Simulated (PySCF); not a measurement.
Sc: ionisation energy

Sc [Ar] 3d1 4s2 (2D) → Sc+ [Ar] 3d1 4s1 (3D), as a difference of total energies. Computed with PySCF 2.14 in def2-TZVPPD, with no relativity, point nucleus. Correlated levels: valence: [Ar] frozen; valence and next inner shell: [Ne] frozen. The calculations carry no spin-orbit coupling.

| method | ionisation energy (eV) | difference from reference (eV) |
| --- | --- | --- |
| UHF | 5.366 | -1.196 |
| LDA | 6.669 | +0.107 |
| PBE0 | 6.359 | -0.203 |
| M06-2X | 6.776 | +0.214 |
| HSE06 | 6.371 | -0.191 |
| MP2 (valence) | 6.069 | -0.493 |
| SCS-MP2 (valence) | 6.212 | -0.350 |
| MP2 (valence and next inner shell) | 6.319 | -0.243 |
| SCS-MP2 (valence and next inner shell) | 6.395 | -0.167 |

Reference: 6.562 eV (measured; NIST levels, between the centres of gravity of the two terms).

These non-relativistic numbers lack the scalar-relativistic shift.

Errors of the correlated levels include the incompleteness of this basis and the frozen core.

MP2 underrates the near-degeneracy of ns² with np² in the lower species.
